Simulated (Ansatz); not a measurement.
`Cl[SiH2]C[SiH](Cl)Cl`, relaxed with RKS PBE-D4/def2-SVP in Ansatz from a rough embedded geometry. The force threshold is 0.03 eV/Å; the program also tests the step.

The species carries charge 0 and has multiplicity 1.

Start:

```xyz
11

Cl   -1.165    0.127   -3.038
Si   -0.774   -0.529   -1.196
C     0.258    0.709   -0.351
Si    0.503    0.015    1.441
Cl    1.208    1.501    2.589
Cl    1.906   -1.430    1.440
H    -2.086   -0.700   -0.518
H    -0.070   -1.861   -1.292
H     1.240    0.899   -0.797
H    -0.241    1.702   -0.284
H    -0.779   -0.432    2.006
```

```tsv
step	energy (eV)	largest force (eV/Å)	largest move (Å)
1	-54403.4213	2.122	0.000
2	-54403.7175	0.790	0.199
3	-54403.7697	0.386	0.039
4	-54403.7878	0.061	0.113
5	-54403.7972	0.167	0.128
6	-54403.8008	0.161	0.067
7	-54403.8039	0.168	0.092
8	-54403.8067	0.102	0.054
9	-54403.8104	0.100	0.075
10	-54403.8145	0.156	0.182
11	-54403.8175	0.112	0.031
12	-54403.8215	0.041	0.070
13	-54403.8227	0.018	0.054
14 (rejected)	-54403.8223	0.096	0.120
15	-54403.8235	0.021	0.058
16 (rejected)	-54403.8233	0.033	0.042
17	-54403.8237	0.010	0.021
```

End:

```xyz
11

Cl   -1.421    0.264   -3.030
Si   -0.630   -0.636   -1.321
C     0.165    0.700   -0.243
Si    0.440    0.177    1.531
Cl    1.807    1.430    2.461
Cl    1.186   -1.768    1.537
H    -1.759   -1.300   -0.586
H     0.386   -1.647   -1.754
H     1.135    0.998   -0.694
H    -0.489    1.599   -0.239
H    -0.819    0.183    2.339
```

It took 87 s on 2 threads of a server CPU on a shared host, with 0.23 GiB of host memory at the peak.
